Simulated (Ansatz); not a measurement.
`F[SiH2][NH][GeH3]` + `CBS` → `CB[S][GeH3]` + `N[SiH2]F`  (ligand exchange at a Ge–N bond)

Computed with Ansatz on PBE0-D4/def2-TZVP structures; ΔE is electronic, products minus reactants. CCSD(T)/CBS adds triple-zeta CCSD(T) − MP2 to the extrapolated MP2 energy (def2 sets, frozen cores). Functionals use def2-TZVPP. B3LYP here is the variant with VWN-RPA as its local correlation; programs differ in this. For Ge outer-core shells are correlated without core-valence functions, which leaves a few kJ/mol of doubt a bond. Scalar relativity is left out up to krypton. Each species was taken in one conformer, which may not be the lowest.

```csv
level,ΔE (kcal/mol),difference from CCSD(T)/CBS
r2SCAN-D4,-8.9,-1.1
r2SCAN,-8.9,-1.1
B3LYP,-8.2,-0.4
HF/def2-TZVPP,-6.7,1.1
CCSD(T)/def2-TZVPP,-7.0,0.8
HF/def2-QZVPP,-6.5,1.3
MP2/def2-QZVPP,-8.1,-0.3
SCS-MP2/def2-QZVPP,-7.3,0.5
HF/CBS(def2),-6.5,1.3
MP2/CBS(def2),-8.5,-0.7
CCSD(T)/CBS,-7.8,0
```

Largest T1 diagnostic among the species: 0.013.

CCSD(T)/CBS has its own doubt, a few kJ/mol and more with outer-core shells, so smaller differences from it don't rank the levels.
